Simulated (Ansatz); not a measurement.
Ge(vinyl)(OEt)3 (C8H18GeO3), 30 atoms. Hardware: 4 threads of Arm Neoverse V2 on a shared host.

The 6-31G sets use Cartesian d functions.

Q: How many basis functions does each of these Ansatz runs have, and roughly what does it cost? PBE0-D4/def2-SVP, charge 1 doublet at the geometry of the charge 0 singlet, energy; PBE-D4/def2-SVP, charge 1 doublet at the geometry of the charge 0 singlet, energy, from earlier orbitals; PBE-D4/def2-SVP, charge 0 triplet at the geometry of the charge 0 singlet, energy, from earlier orbitals; r2SCAN-D4/def2-SVP, charge 0 triplet at the geometry of the charge 0 singlet, energy, from earlier orbitals; PBE0-D4/def2-SVP, charge 0 triplet at the geometry of the charge 0 singlet, energy; B3LYP-D4/6-31G, charge 0 singlet, energy; PBE0-D4/def2-TZVP, charge 0 singlet, energy, from earlier orbitals; HF/6-31G, charge 0 singlet, energy; PBE-D4/def2-SVP, charge 0 singlet, energy, from earlier orbitals; B97M-V/def2-TZVP, charge 0 singlet, energy, from earlier orbitals; PBE-D4/def2-TZVP, charge 0 singlet, energy, from earlier orbitals; r2SCAN-D4/def2-SVP, charge 1 doublet, relaxation, 47 steps.

A: Other jobs shared the machine, so times can vary by a factor of up to 3.

| run | functions | fitting or Cholesky vectors | wall time | peak host memory (GiB) |
| --- | --- | --- | --- | --- |
| HF/6-31G, charge 0 singlet, energy | 164 | 2075 | 2.7 s | 0.62 |
| PBE-D4/def2-SVP, charge 0 singlet, energy, from earlier orbitals | 276 | 3088 | 5 s | 0.57 |
| B3LYP-D4/6-31G, charge 0 singlet, energy | 164 | 2075 | 5.5 s | 0.71 |
| PBE-D4/def2-TZVP, charge 0 singlet, energy, from earlier orbitals | 497 | 3043 | 11 s | 1.4 |
| PBE-D4/def2-SVP, charge 0 triplet at the geometry of the charge 0 singlet, energy, from earlier orbitals | 276 | 3088 | 11 s | 0.66 |
| PBE-D4/def2-SVP, charge 1 doublet at the geometry of the charge 0 singlet, energy, from earlier orbitals | 276 | 3088 | 14 s | 0.69 |
| PBE0-D4/def2-SVP, charge 0 triplet at the geometry of the charge 0 singlet, energy | 276 | 2808 | 18 s | 1.8 |
| r2SCAN-D4/def2-SVP, charge 0 triplet at the geometry of the charge 0 singlet, energy, from earlier orbitals | 276 | 3088 | 23 s | 0.81 |
| PBE0-D4/def2-TZVP, charge 0 singlet, energy, from earlier orbitals | 497 | 3086 | 26 s | 3.1 |
| PBE0-D4/def2-SVP, charge 1 doublet at the geometry of the charge 0 singlet, energy | 276 | 2808 | 33 s | 1.8 |
| B97M-V/def2-TZVP, charge 0 singlet, energy, from earlier orbitals | 497 | 3043 | 46 s | 1.7 |
| r2SCAN-D4/def2-SVP, charge 1 doublet, relaxation, 47 steps | 276 | 3088 | 11 min | 0.65 |
